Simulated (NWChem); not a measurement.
Molecule: BCl

Program: NWChem. STO-3G and 3-21G are far too small for this property and stand as cheap habits. The geometry was optimised at PBE-D3(BJ)/def2-SVP. Vertical excitations in the gas phase; the lowest state need not have the same character in each row.

For level PBE/def2-TZVP, TDA:

| Item | Result |
|---|---|
| lowest excitation, singlet (eV) | 4.67 |
| oscillator strength of that lowest state | 0.099 |

### Question
Estimate the same quantities for level PBE/3-21G, TDA.

### Answer
The lowest excitation, singlet (eV) is 5.15 and the oscillator strength of that lowest state is 0.135.
